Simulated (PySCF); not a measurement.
## Rubidium: a sound run and one with changed settings

Sound run: Rb⁺ [Kr], Rb²⁺ [Ar] 3d10 4s2 4p5. All numbers are calculated (PySCF 2.14, scalar relativity by spin-free X2C-1e, in jorge-DZP-DKH). The sound run starts from symmetry-adapted Hartree-Fock orbitals and uses a fine grid where one is needed.

Changed run: radial step 0.3 in ln r (0.13 in the sound run). This setting is unsound on purpose.

```json
{"species": "Rb⁺", "method": "UHF", "sound run (hartree)": "-2978.70208", "changed run (hartree)": "-2978.70208", "converged": "yes"}
{"species": "Rb⁺", "method": "PBE0", "sound run (hartree)": "-2980.26197", "changed run (hartree)": "-2980.26162", "converged": "yes"}
{"species": "Rb⁺", "method": "M06-2X", "sound run (hartree)": "-2980.76038", "changed run (hartree)": "-2980.71346", "converged": "yes"}
{"species": "Rb²⁺", "method": "UHF", "sound run (hartree)": "-2977.70258", "changed run (hartree)": "-2977.70258", "converged": "yes"}
{"species": "Rb²⁺", "method": "PBE0", "sound run (hartree)": "-2979.22126", "changed run (hartree)": "-2979.22111", "converged": "yes"}
{"species": "Rb²⁺", "method": "M06-2X", "sound run (hartree)": "-2979.72370", "changed run (hartree)": "-2979.67776", "converged": "yes"}
```

Ionisation energy of Rb⁺:

| method | sound run (eV) | changed run (eV) |
| --- | --- | --- |
| UHF | 27.198 | 27.198 |
| PBE0 | 28.319 | 28.314 |
| M06-2X | 28.209 | 28.183 |

A coarse radial grid mis-integrates the density and the exchange-correlation energy, with errors of either sign; Hartree-Fock needs no grid.

For comparison, NIST gives 27.290 eV between the lowest levels.
